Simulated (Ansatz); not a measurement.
Cost and result for the atomization energy of C$_{3}$H$_{9}$AlO (`C[CH]([AlH2])CO`) (14 atoms, 13 bonds).

```xyz
14

C    -0.181   -1.495    0.199
C    -0.305   -0.044   -0.275
Al   -1.759    0.932    0.621
C     1.017    0.688   -0.237
O     1.937    0.039   -1.103
H     0.156   -1.545    1.240
H    -1.136   -2.023    0.143
H     0.545   -2.047   -0.402
H    -0.623   -0.061   -1.332
H    -1.615    2.475    0.985
H    -3.114    0.167    0.949
H     1.409    0.696    0.792
H     0.883    1.735   -0.543
H     2.786    0.483   -1.037
```

Total charge 0; spin multiplicity 1. Geometry: relaxed with PBE0-D4/def2-TZVP. It is one conformer, not always the lowest. Program: Ansatz. All runs use 4 threads of an Arm Neoverse V2 on a shared host. Times are those of one run each, without the atoms' runs, and a repeat can differ threefold. Electronic energies, without spin–orbit coupling; frozen cores. CCSD(T)/CBS adds CCSD(T) − MP2 in def2-TZVPP to the MP2 limit, and its time is that of the two runs behind it. T1 = 0.010. B3LYP takes the VWN-RPA correlation (the form of Gaussian; ORCA's B3LYP/G).

CCSD(T)/CBS is a level of theory with its own doubt, some kJ/mol a heavy atom from the limit and from the frozen cores, so smaller differences don't rank the functionals.

```csv
level,functions,wall time,atomization (kcal/mol),difference from CCSD(T)/CBS,per bond
PBE-D4/def2-TZVPP (with forces),292,2.7 s,1215.6,14.3,1.1
PBE0-D4/def2-TZVPP,292,2.9 s,1199.9,-1.4,-0.1
r2SCAN-D4/def2-TZVPP (with forces),292,4.8 s,1201.3,0.0,0.0
B3LYP-D4/def2-TZVPP (with forces),292,4.9 s,1198.4,-2.9,-0.2
B2PLYP/def2-TZVPP,292,6 s,1186.0,-15.3,-1.2
ωB97X-V/def2-TZVPP,292,8 s,1202.4,1.1,0.1
ωB97M-V/def2-TZVPP (with forces),292,12 s,1203.0,1.7,0.1
MP2/def2-QZVPP,568,27 s,1201.7,0.4,0.0
CCSD(T)/def2-TZVPP,292,3.5 min,1173.0,-28.3,-2.2
CCSD(T)/CBS(def2),–,4 min,1201.3,0.0,0.0
```

The D4 term adds +9.9 kcal/mol with B3LYP and +5.2 kcal/mol with PBE0; it sums over pairs of atoms, weighted by their polarisabilities, and B3LYP, whose exchange is more repulsive, gets the larger term. From PBE to PBE0 (25 % exact exchange), in def2-TZVPP and without D4, the atomization energy moves by −14.7 kcal/mol: exact exchange takes away binding that semilocal exchange gives to molecules. In def2-TZVPP, CCSD(T) changes the Hartree–Fock value by +286.5 kcal/mol (the triples alone add +14.7 kcal/mol) and MP2 by +298.5 kcal/mol; breaking electron pairs costs correlation energy, which Hartree–Fock lacks.
